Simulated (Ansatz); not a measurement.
Reaction (cleavage of the Ge–Si bond): `[OH][GeH2][SiH2]S` + `N[SiH](O)Cl` → `[OH][GeH2][NH][SiH](O)Cl` + `[SiH3]S`

Calculated with Ansatz (gas phase, PBE0-D4/def2-TZVP geometries, no zero-point term in ΔE). CCSD(T)/CBS is the MP2 limit (def2-TZVPP, def2-QZVPP) plus CCSD(T) − MP2 in def2-TZVPP, frozen cores. DFT in def2-TZVPP. For Ge outer-core shells are correlated without core-valence functions, which leaves a few kJ/mol of doubt a bond. Scalar relativity is left out up to krypton. Each species was taken in one conformer, which may not be the lowest.

`[OH][GeH2][SiH2]S`:

```xyz
10

O    -1.522    0.928    0.350
Ge   -0.369    0.523   -0.970
Si    0.986   -1.088    0.143
S     1.139   -0.401    2.159
H    -2.093    1.671    0.142
H    -1.166    0.005   -2.187
H     0.387    1.805   -1.380
H     0.375   -2.440    0.036
H     2.356   -1.150   -0.424
H    -0.093    0.147    2.131
```

`N[SiH](O)Cl`:

Cartesian coordinates in Å:
```
N -0.776 0.036 0.924
Si 0.338 -0.340 -0.304
O 0.167 0.660 -1.581
Cl 2.178 -0.162 0.599
H -0.538 -0.099 1.892
H -1.769 -0.007 0.763
H 0.264 -1.687 -0.900
H 0.135 1.600 -1.392
```

`[OH][GeH2][NH][SiH](O)Cl`:

```xyz
12

O    -1.164   -1.188    1.004
Ge   -0.837   -1.026   -0.757
N     0.716   -0.078   -0.822
Si    1.056    1.294    0.147
O    -0.121    1.443    1.256
Cl    2.929    1.016    0.961
H    -2.080   -1.391    1.206
H    -0.608   -2.404   -1.395
H    -2.027   -0.267   -1.367
H     1.499   -0.575   -1.221
H     1.129    2.573   -0.580
H    -0.491    0.602    1.569
```

`[SiH3]S`:

Z-matrix (Å, degrees):
```
Si
S 1 2.137
H 1 1.485 2 111.6
H 1 1.485 2 111.6 3 -122.0
H 1 1.482 2 104.8 3 119.0
H 2 1.344 1 94.7 3 60.9
```

```tsv
level	ΔE (kJ/mol)	difference from CCSD(T)/CBS
r2SCAN-D4	-15.7	6.2
PBE	-3.3	18.6
r2SCAN	-14.9	7.0
HF/def2-TZVPP	-32.5	-10.6
MP2/def2-TZVPP	-29.9	-8.0
CCSD(T)/def2-TZVPP	-27.5	-5.6
MP2/def2-QZVPP	-26.9	-5.0
HF/CBS(def2)	-33.2	-11.3
MP2/CBS(def2)	-24.3	-2.4
CCSD/CBS(def2)	-21.7	0.2
CCSD(T)/CBS	-21.9	0
```

Largest T1 diagnostic among the species: 0.012.

From PBE to PBE0 (25 % exact exchange), in def2-TZVPP and without D4, ΔE moves by −4.8 kJ/mol. The D4 term adds −3.1 kJ/mol with B3LYP and −1.8 kJ/mol with PBE0; it sums over pairs of atoms, weighted by their polarisabilities, and B3LYP, whose exchange is more repulsive, gets the larger term.

B3LYP here is the variant with VWN-RPA as its local correlation; programs differ in this.
